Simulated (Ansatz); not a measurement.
Consider the ligand exchange at the Al–N bond: `[NH2][Al]([F])[NH][SiH3]` + H₂Te → `[NH2][Al]([F])[TeH]` + `N[SiH3]`.

Computed with Ansatz on PBE0-D4/def2-TZVP structures; ΔE is electronic, products minus reactants. CCSD(T)/CBS is the MP2 limit (def2-TZVPP, def2-QZVPP) plus CCSD(T) − MP2 in def2-TZVPP, frozen cores. This one scheme is used for every species. Functionals use def2-TZVPP. def2 core potentials past Kr. For Te outer-core shells are correlated without core-valence functions, which leaves a few kJ/mol of doubt a bond. One conformer a species, not always the lowest.

| level | ΔE (kJ/mol) |
| --- | --- |
| PBE | -20.9 |
| r2SCAN | -13.5 |
| MP2/def2-TZVPP | -14.3 |
| MP2/def2-QZVPP | -17.4 |

(1) What does CCSD(T)/CBS give? (Estimate.)

Largest T1 diagnostic among the species: 0.011.

Results:

(1) Ansatz gave: -14.1 kJ/mol. The listed levels differ from it by -6.8, 0.6, -0.2, -3.3 kJ/mol.
